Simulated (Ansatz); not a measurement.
CH$_{4}$AlF$_{2}$N (`C[NH][Al]([F])[F]`), 9 atoms. Charge 0, multiplicity 1. Hardware: A = 2 threads of a server CPU on a shared host; B = 2 threads of an AMD EPYC 7R13 on a shared host and a share of an NVIDIA H100 80 GB. Correlated methods freeze the cores. Open-shell runs search over several starts.

Question: How many basis functions does each run have, and how long does it take in Ansatz? RHF-CCSD(T)/def2-TZVPP energy [B]; UKS B2PLYP (frozen core)/def2-TZVPP energy of the cation [A]; UKS ωB97X-V/def2-TZVPP energy of the cation [A]; UKS r2SCAN-D4/def2-TZVPP energy of the cation [A]; UKS ωB97M-V/def2-TZVPP energy of the cation [A]; RKS ωB97M-V/def2-SVP energy [A]; UKS PBE-D4/def2-TZVPP energy of the cation [A]; UHF-MP2/def2-QZVPP energy of the cation [B]; UHF-CCSD(T)/def2-TZVPP energy of the cation [B]; UKS PBE0-D4/def2-TZVPP energy of the cation [A]; RKS CAM-B3LYP-D4/def2-TZVPP energy [A]; RHF-CCSD(T)/def2-QZVPP energy [B]. (Best estimate.)

Answer: Computed: Other jobs shared the machine, so times are rough.

```tsv
level	job	functions	wall time	peak host memory (GiB)
RKS ωB97M-V/def2-SVP	energy [A]	94	6 s	0.46
RKS CAM-B3LYP-D4/def2-TZVPP	energy [A]	222	7 s	0.54
RHF-CCSD(T)/def2-TZVPP	energy [B]	222	7.5 s	0.77
UKS PBE0-D4/def2-TZVPP	energy of the cation [A]	222	10 s	0.67
UKS r2SCAN-D4/def2-TZVPP	energy of the cation [A]	222	11 s	0.46
UKS PBE-D4/def2-TZVPP	energy of the cation [A]	222	12 s	0.46
UKS B2PLYP (frozen core)/def2-TZVPP	energy of the cation [A]	222	14 s	0.68
RHF-CCSD(T)/def2-QZVPP	energy [B]	418	18 s	2
UKS ωB97X-V/def2-TZVPP	energy of the cation [A]	222	21 s	0.87
UKS ωB97M-V/def2-TZVPP	energy of the cation [A]	222	22 s	0.92
UHF-CCSD(T)/def2-TZVPP	energy of the cation [B]	222	52 s	0.82
UHF-MP2/def2-QZVPP	energy of the cation [B]	418	57 s	0.94
```
